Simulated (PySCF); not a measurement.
K (potassium, neutral) across methods

[Ar] 4s1, 2S determinant. All numbers are calculated (PySCF 2.14, scalar relativity by spin-free X2C-1e, in aug-cc-pVTZ-X2C).

```
method  E (hartree)  mean ε 3p α (eV)  mean ε 3p β (eV)  mean ε 4s α (eV)  Σ⟨r²⟩ (bohr²)   ⟨S²⟩
 TPSSh     -602.241           -20.005           -19.937            -2.651          49.02  0.750
  BLYP     -602.237           -18.803           -18.755            -2.450          47.91  0.750
   M06     -602.206           -20.935           -20.902            -2.791          48.97  0.751
   PBE     -602.018           -19.002           -18.921            -2.570          48.36  0.750
r2SCAN     -602.192           -19.595           -19.549            -2.587          48.34  0.750
   UHF   -601.46434           -25.959           -25.913            -4.032          50.91  0.750
  PBE0     -602.062           -21.016           -20.942            -3.012          48.51  0.750
 B97-3     -602.158           -21.036           -21.020            -2.961          48.32  0.750
```

Problem. Estimate the same row for LDA.

Solution. E (hartree) = -600.475; mean ε 3p α (eV) = -19.016; mean ε 3p β (eV) = -18.951; mean ε 4s α (eV) = -2.659; Σ⟨r²⟩ (bohr²) = 47.41; ⟨S²⟩ = 0.750.
